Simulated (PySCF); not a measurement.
## Telling isomers of C$_{7}$H$_{12}$FP apart by NMR

[PySCF 2.14: shieldings: GIAO PBE0/pcSseg-1; structure optimised with GFN2-xTB; no solvent; one computed conformer; rapidly exchanging positions averaged; non-relativistic Hamiltonian]

δ = σ(ref) − σ, references computed at the same level: TMS for ¹H and ¹³C. Splittings of carbon signals by F and P are missing where no couplings were computed. Where no couplings were computed, multiplicities follow the n + 1 count of equivalent neighbours, and m marks all less simple cases (inequivalent or close neighbours, rings, F or P nearby). Shifts are as computed. Against solution values, carbons near 30 ppm lie about +3 ppm off and those near 130 ppm about +5 ppm. Of 1211 compounds with measured shifts, 218 miss one by over three times the rms of a fit or turn the order of signals round; such compounds aren't used in these exercises.

(1) Tabulate the signals of `C=CC/P=C(\F)C(C)C`, `C/C=C\P=C(\F)C(C)C` and their relative energies.

(2) What is the quickest way to tell C=CC/P=C(\F)C(C)C from C/C=C\P=C(\F)C(C)C?

Results:

(1) 
```tsv
SMILES	carbon types	δC	δH	E rel. (kcal/mol)
C=CC/P=C(\F)C(C)C	1×C 2×CH 2×CH2 2×CH3	241.1, 141.5, 121.8, 41.8, 33.4, 23.6	6.11 (m, 1H), 5.50 (m, 1H), 5.24 (m, 1H), 2.94 (m, 2H), 2.49 (m, 1H), 1.25 (d, 6H)	2.8
C/C=C\P=C(\F)C(C)C	1×C 3×CH 3×CH3	242.8, 150.0, 134.1, 39.3, 22.3, 20.1	6.67 (m, 1H), 6.58 (m, 1H), 3.46 (m, 1H), 2.19 (d, 3H), 1.24 (d, 6H)	0.0
```

Energies are electronic energies at PBE0/pcSseg-1 on these geometries, without zero-point or thermal terms, each for the one conformer computed, which needn't be the lowest.

(2) Both give the same number of carbon signals, but DEPT or the intensities differ. The first has a terminal =CH2 carbon at 121.8 ppm, the second an alkene CH at 150.0 ppm. Their most deshielded carbons lie at 241.1 and 242.8 ppm. In the proton spectra the most deshielded non-exchanging signals are 6.11 (m, 1H) and 6.67 (m, 1H).
